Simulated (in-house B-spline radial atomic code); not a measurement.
A fraction x of an electron is removed from 2p in Al IV (Al3+), starting from [He] 2s2 2p6 and keeping the highest spin. Level of theory: non-relativistic HSE06, spin-polarised, spherical fractional occupations, point nucleus; calculated with an all-electron radial atomic-structure program (B-spline basis).

Caution: exact exchange at fractional occupations of open shells leaves self-interaction of up to several eV.

```json
{"x": "0", "E(x) - E(0) (eV)": "0.0000", "2p down level (eV)": "-108.392"}
{"x": "0.05", "E(x) - E(0) (eV)": "5.4560", "2p down level (eV)": "-109.844"}
{"x": "0.23", "E(x) - E(0) (eV)": "25.7017", "2p down level (eV)": "-115.118"}
{"x": "0.35", "E(x) - E(0) (eV)": "39.7289", "2p down level (eV)": "-118.673"}
{"x": "0.45", "E(x) - E(0) (eV)": "51.7454", "2p down level (eV)": "-121.660"}
{"x": "0.5", "E(x) - E(0) (eV)": "57.8659", "2p down level (eV)": "-123.162"}
{"x": "0.54", "E(x) - E(0) (eV)": "62.8166", "2p down level (eV)": "-124.366"}
{"x": "0.73", "E(x) - E(0) (eV)": "86.9932", "2p down level (eV)": "-130.135"}
{"x": "0.87", "E(x) - E(0) (eV)": "105.5132", "2p down level (eV)": "-134.433"}
{"x": "1", "E(x) - E(0) (eV)": "123.2515", "2p down level (eV)": "-138.459"}
```

The exact functional would give a straight line between the two integer points. Deviations E(x) - E(0) - x[E(1) - E(0)], in eV: -0.707 at x = 0.05, -2.646 at x = 0.23, -3.409 at x = 0.35, -3.718 at x = 0.45, -3.76 at x = 0.5, -3.739 at x = 0.54, -2.98 at x = 0.73, -1.716 at x = 0.87.

The curve lies below the straight line by up to 3.76 eV (at x = 0.5): convex, the delocalisation error, to which spherically averaged exact exchange adds.

Q: How well does Slater's transition state (minus the level at half occupation) give the ionisation energy?

A: It gives 123.162 eV against 123.251 eV from the two total energies; NIST lists 119.99 eV, ground level to ground level. The end point has an open shell averaged over its orbitals, so its exact exchange keeps a self-interaction and this is no true integer point.
